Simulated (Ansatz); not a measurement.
C$_{2}$H$_{8}$SiSn, SMILES `[CH2]1[SiH2][CH2][SnH2]1`, relaxed with RKS PBE0-D4/def2-TZVP in the Gaussian-basis code of Ansatz from a PBE-D4/def2-SVP geometry. The force threshold is 0.005 eV/Å; the program also tests the step.

Total charge 0; spin multiplicity 1. Sn: def2 effective core potential.

Start:

```xyz
12

C    -0.778   -1.119    0.510
Si    0.405   -0.868   -0.974
C     0.846    0.971   -0.678
Sn   -0.458    0.987    1.109
H    -0.443   -1.849    1.274
H    -1.831   -1.342    0.249
H    -0.281   -1.090   -2.299
H     1.613   -1.769   -0.907
H     0.517    1.676   -1.467
H     1.910    1.177   -0.445
H     0.352    1.219    2.622
H    -1.852    2.009    1.006
```

(1) How much energy does the relaxation release, and in how many steps? (Best estimate.)

(2) Which bonds change most? (Estimate.)

(3) Give the relaxed structure. (An estimate is asked.)

Results:

(1) Computed: 6.14 kJ/mol, in 5 steps.

(2) The calculation gave: C1–Sn4 from 2.213 to 2.175 Å; C3–Sn4 from 2.213 to 2.175 Å; C1–Si2 from 1.914 to 1.890 Å.

(3) Computed: 
```xyz
12

C    -0.771   -1.104    0.508
Si    0.397   -0.852   -0.957
C     0.836    0.963   -0.667
Sn   -0.450    0.967    1.087
H    -0.437   -1.823    1.256
H    -1.806   -1.327    0.248
H    -0.279   -1.072   -2.267
H     1.591   -1.743   -0.890
H     0.511    1.653   -1.446
H     1.884    1.162   -0.440
H     0.348    1.196    2.580
H    -1.823    1.979    0.987
```
